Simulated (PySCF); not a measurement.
C₇H₅O₃ (doublet state).
SMILES with atom numbers: `[O:1]=[C:2]([OH:3])[C:4]#[C:5][C:6]1=[CH:7][CH:8][CH2:9][O:10]1` (hydrogens: H11 on O3; H12 on C7; H13 on C8; H14, H15 on C9)

Cartesian coordinates in Å at the GFN2-xTB level; atoms count from 1:
```
atom  x, y, z in Å
O1     4.1317    0.8332   -0.2744
C2     3.4379   -0.1585   -0.2493
O3     3.9395   -1.4079   -0.3436
C4     2.0255   -0.1512   -0.1193
C5     0.8149   -0.0513   -0.0045
C6    -0.5447    0.0593    0.1250
C7    -1.3115    1.2463    0.2437
C8    -2.6121    0.8909    0.3492
C9    -2.6875   -0.5987    0.2953
O10   -1.3498   -1.0369    0.1539
H11    4.9033   -1.3581   -0.4297
H12   -0.8888    2.2315    0.2445
H13   -3.4732    1.5191    0.4519
H14   -3.2766   -0.9679   -0.5566
H15   -3.1130   -1.0418    1.2072
```

The hyperfine couplings belong to this conformer and change with its torsions.

Method: UKS B3LYP, pcH-1 on C H O, non-relativistic, mean-field spin-orbit, GIAO (PySCF). Geometry: GFN2-xTB, one conformer, isolated molecule. The geometry wasn't refined by DFT: couplings that depend on bond lengths, twists or pyramidal angles can differ widely from those at the functional's own minimum. No stability test was run, so a lower SCF solution isn't excluded.

Question: Predict the first-order ENDOR lines of H14/H15, H13, H12 and H11 under fast tumbling at B = 336.4 mT (X band).

Answer: For S = 1/2 in fast tumbling each set of equivalent nuclei gives two lines, ν± = |νn ± a/2| to first order, with νn = g_N μN B/h and μN/h = 7.62259 MHz/T.

```json
{"nuclei": "H14/H15", "isotope": "1H", "g_N": "5.5857", "νn (MHz)": "14.32", "a_iso (MHz)": "90.50", "lower line (MHz)": "30.93", "upper line (MHz)": "59.57"}
{"nuclei": "H13", "isotope": "1H", "g_N": "5.5857", "νn (MHz)": "14.32", "a_iso (MHz)": "-25.24", "lower line (MHz)": "1.71", "upper line (MHz)": "26.94"}
{"nuclei": "H12", "isotope": "1H", "g_N": "5.5857", "νn (MHz)": "14.32", "a_iso (MHz)": "7.72", "lower line (MHz)": "10.46", "upper line (MHz)": "18.18"}
{"nuclei": "H11", "isotope": "1H", "g_N": "5.5857", "νn (MHz)": "14.32", "a_iso (MHz)": "-1.44", "lower line (MHz)": "13.60", "upper line (MHz)": "15.04"}
```

Question: Which pairs are centred on the nuclear Larmor frequency, and which on half the coupling?

Answer: Centred on νn, since |a| < 2νn: H13, H12 and H11. Centred on |a|/2 and split by 2νn: H14/H15.

Means are taken over nuclei equivalent by connectivity, which assumes that they swap fast.
